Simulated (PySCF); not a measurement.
O$_{2}$Zr, singlet, geometry from GFN2-xTB (such geometries of metal compounds can be far from the true shape) (core potentials on Zr); PySCF with R2SCAN/def2-SV(P).

Input for PySCF:
```python
from pyscf import gto, scf, dft

mol = gto.Mole()
mol.atom = '''
    Zr   -0.14735518   -0.16294999   -0.21094306
    O     1.44787434    0.60647650   -0.38052480
    O    -0.71109845    0.20827346    1.43524010
'''
mol.basis = 'def2-sv(p)'
mol.ecp = {'Zr': 'def2-sv(p)'}
mol.verbose = 4
mol.build()

mf = dft.RKS(mol)
mf.xc = 'r2scan'
mf.grids.atom_grid = (150, 974)
mf.kernel()
```

Problem. Predict the main parts of the log of this PySCF run.

Solution. 
```
PySCF version 2.14.0

[INPUT] verbose = 4
[INPUT] num. atoms = 3
[INPUT] num. electrons = 28
[INPUT] charge = 0
[INPUT] spin (= nelec alpha-beta = 2S) = 0
[INPUT] symmetry False subgroup None
[INPUT] Mole.unit = angstrom
[INPUT] Symbol           X                Y                Z      unit          X                Y                Z       unit  Magmom
[INPUT]  1 Zr    -0.147355180000  -0.162949990000  -0.210943060000 AA   -0.278460933236  -0.307930853101  -0.398624611278 Bohr   0.0
[INPUT]  2 O      1.447874340000   0.606476500000  -0.380524800000 AA    2.736085965385   1.146074485985  -0.719087655605 Bohr   0.0
[INPUT]  3 O     -0.711098450000   0.208273460000   1.435240100000 AA   -1.343781318103   0.393579798416   2.712210711993 Bohr   0.0

nuclear repulsion = 68.993137498453
number of shells = 22
number of NR pGTOs = 98
number of NR cGTOs = 52
basis = def2-sv(p)
ecp = {'Zr': 'def2-sv(p)'}

******** <class 'pyscf.dft.rks.RKS'> ********
method = RKS
initial guess = minao
damping factor = 0
level_shift factor = 0
DIIS = <class 'pyscf.scf.diis.CDIIS'>
diis_start_cycle = 1
diis_space = 8
diis_damp = 0
SCF conv_tol = 1e-09
SCF conv_tol_grad = None
SCF max_cycles = 50
direct_scf = True
direct_scf_tol = 1e-13
XC library pyscf.dft.libxc version 7.1.2
    S. Lehtola, C. Steigemann, M. J. T. Oliveira, and M. A. L. Marques,  SoftwareX 7, 1–5 (2018)
XC functionals = r2scan
    J. W. Furness, A. D. Kaplan, J. Ning, J. P. Perdew, and J. Sun,  J. Phys. Chem. Lett. 11, 8208–8215 (2020)
    J. W. Furness, A. D. Kaplan, J. Ning, J. P. Perdew, and J. Sun,  J. Phys. Chem. Lett. 11, 9248–9248 (2020)
    J. W. Furness, A. D. Kaplan, J. Ning, J. P. Perdew, and J. Sun,  J. Phys. Chem. Lett. 11, 8208–8215 (2020)
    J. W. Furness, A. D. Kaplan, J. Ning, J. P. Perdew, and J. Sun,  J. Phys. Chem. Lett. 11, 9248–9248 (2020)
radial grids:
    Treutler-Ahlrichs [JCP 102, 346 (1995); DOI:10.1063/1.469408] (M4) radial grids

becke partition: Becke, JCP 88, 2547 (1988); DOI:10.1063/1.454033
pruning grids: <function nwchem_prune>
grids dens level: 3
symmetrized grids: False
atomic radii adjust function: <function treutler_atomic_radii_adjust>
User specified grid scheme (150, 974)
small_rho_cutoff = 0
Set gradient conv threshold to 3.16228e-05
Initial guess from minao.
tot grids = 228504
init E= -191.215062197716
  HOMO = -0.627120981888421  LUMO = -0.446564061380487  gap/eV = 4.91320
cycle= 1 E= -197.117458917796  delta_E= -5.9  |g|= 1.04  |ddm|= 4.06
  HOMO = -0.0670385510864584  LUMO = -0.0206118687432237  gap/eV = 1.26333
cycle= 2 E= -193.260720622357  delta_E= 3.86  |g|= 3.91  |ddm|= 3.47
  HOMO = -0.205873278745659  LUMO = -0.0565666817455828  gap/eV = 4.06284
cycle= 3 E= -197.151252421886  delta_E= -3.89  |g|= 0.819  |ddm|= 3.34
  HOMO = -0.226567480799851  LUMO = -0.130177702787385  gap/eV = 2.62290
cycle= 4 E= -197.344774475149  delta_E= -0.194  |g|= 0.194  |ddm|= 0.997
  HOMO = -0.191428682381364  LUMO = -0.115165416551363  gap/eV = 2.07523
cycle= 5 E= -197.351682417284  delta_E= -0.00691  |g|= 0.105  |ddm|= 0.213
  HOMO = -0.194591818515466  LUMO = -0.113979124101618  gap/eV = 2.19358
cycle= 6 E= -197.353808343485  delta_E= -0.00213  |g|= 0.0455  |ddm|= 0.0564
  HOMO = -0.198045871889018  LUMO = -0.114646480752889  gap/eV = 2.26941
cycle= 7 E= -197.354239601294  delta_E= -0.000431  |g|= 0.00742  |ddm|= 0.0241
  HOMO = -0.198472318203528  LUMO = -0.114560405679686  gap/eV = 2.28336
cycle= 8 E= -197.354251011611  delta_E= -1.14e-05  |g|= 0.00148  |ddm|= 0.00488
  HOMO = -0.198479748340382  LUMO = -0.114555877165543  gap/eV = 2.28368
cycle= 9 E= -197.354251393841  delta_E= -3.82e-07  |g|= 0.000674  |ddm|= 0.0014
  HOMO = -0.198486660417448  LUMO = -0.114547191999808  gap/eV = 2.28411
cycle= 10 E= -197.354251493836  delta_E= -1e-07  |g|= 2.95e-05  |ddm|= 0.000461
  HOMO = -0.198485788271604  LUMO = -0.114545128392916  gap/eV = 2.28414
cycle= 11 E= -197.354251494047  delta_E= -2.11e-10  |g|= 5.96e-06  |ddm|= 3.01e-05
  HOMO = -0.198484204668528  LUMO = -0.114545637176068  gap/eV = 2.28408
Extra cycle  E= -197.354251493891  delta_E= 1.56e-10  |g|= 2.73e-05  |ddm|= 2.28e-05
converged SCF energy = -197.354251493891
```
